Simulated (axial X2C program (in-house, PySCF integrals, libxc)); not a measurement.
NiGa at several levels of theory

Calculated with an axial X2C code built on PySCF integrals. Spin-free means the one-electron spin-free X2C Hamiltonian; two-component (2c) means X2C with spin–orbit coupling and atomic mean-field two-electron Coulomb and Gaunt terms, so the difference of the two also holds small scalar two-electron terms. Basis: Ga dyall-cv3z [9s9p7d4f1g], Ni dyall-cv3z [9s9p6d3f2g] (cores contracted in-house); Gaussian nuclei, density fitting, unrestricted open shells. Masses: Ga 68.926 u, Ni 57.935 u.

State, spin-free: M_S = 1/2, Λ = 2 (beyond evenly filled blocks: δ+α, δ+β, δ-α); electrons by block: σα: 14, σβ: 14, π+α: 6, π+β: 6, π-α: 6, π-β: 6, δ+α: 2, δ+β: 2, δ-α: 2, δ-β: 1. Fragments: Ga + Ni.

State, 2c: Ω = 5/2 (⟨Sz⟩ = 0.50, ⟨Lz⟩ = 2.00 at PBE0); electrons by block: 1/2: 20, -1/2: 20, 3/2: 8, -3/2: 8, 5/2: 2, -5/2: 1. Fragments: Ga + Ni.

| Hamiltonian | level | Re (Å) | ωe (cm⁻¹) | ωexe (cm⁻¹) | Be (cm⁻¹) | De (eV) | D0 (eV) | k (mdyn/Å) | μ (D) |
| --- | --- | --- | --- | --- | --- | --- | --- | --- | --- |
| spin-free | PBE0 | 2.356 | 231.6 | 0.794 | 0.09646 | 1.94 | 1.93 | 0.995 | -0.43 |
| spin-free | CCSD | 2.366 | 234.4 | 0.75 | 0.09566 | 1.56 | 1.55 | 1.02 | n/a |
| spin-free | CCSD(T) | 2.333 | 253.2 | 0.802 | 0.09843 | n/a | n/a | 1.19 | n/a |
| spin-free | PBEsol | 2.307 | 251.3 | 0.866 | 0.1006 | 2.66 | 2.64 | 1.17 | -0.71 |
| 2c | PBE0 | 2.357 | 231.4 | 0.794 | 0.09642 | n/a | n/a | 0.993 | -0.43 |
| 2c | PBEsol | 2.308 | 251.1 | 0.865 | 0.1005 | n/a | n/a | 1.17 | -0.71 |

Correlated methods: 13 electrons correlated (number of frozen shells: Ga 3 s, 2 p, 1 d; Ni 3 s, 2 p), 311 virtual spin orbitals or spinors in MP2, 90 natural virtuals in coupled cluster.

Dipoles are positive if Ni is the positive end.

The state is one determinant whose occupation by symmetry is held fixed; it was picked as the lowest of a PBE0 search that is not exhaustive. De is counted from the lowest determinant-based energies of the atoms at the same level, without counterpoise correction. De is not given where an atomic determinant may have missed its ground term or J level, or where the truncated virtual space spoils (T). Density functionals use the spin component along the axis (collinear). Coupled cluster ran in a truncated set of natural virtual spinors; the MP2 energy of the rest was added. (T) has no such correction and the atoms are truncated less, which lowers De at CCSD(T) by a hundredth of an eV or more. PBE0 can misorder states that lie within some tenths of an eV, so this need not be the ground state of the molecule. The nearest other spin-free determinant of the search, M_S = 1/2, Λ = 0, lies 0.10 eV up at the distance of the search. The functionals have no current-density term, which raises determinants with orbital currents, atoms included. At some level and bond length an empty orbital lies below a filled one. The determinant is spin-polarised beyond a pure state at some levels (its spin-free form has ⟨S²⟩ too high), which makes Re and μ there less reliable. The T1 diagnostic is large, a sign of multireference character. With the outer-core shells frozen, correlated bond lengths of heavy atoms tend to come out a few hundredths of an ångström too long.

No reliable constants came from CCSD (2c), CCSD(T) (2c), HF (2c), HF (spin-free), MP2 (2c), MP2 (spin-free): no minimum in range, unconverged points, a curve that is not smooth, a change of character along it, or the two Hamiltonians disagreeing along it.

Rough cost a point (2c) on 1 thread(s) of a shared host, integrals apart: PBE0 1.2 s, PBEsol 0.5 s.

The whole task took 3.3 min on 1 thread of Arm Neoverse V2, on a shared host.
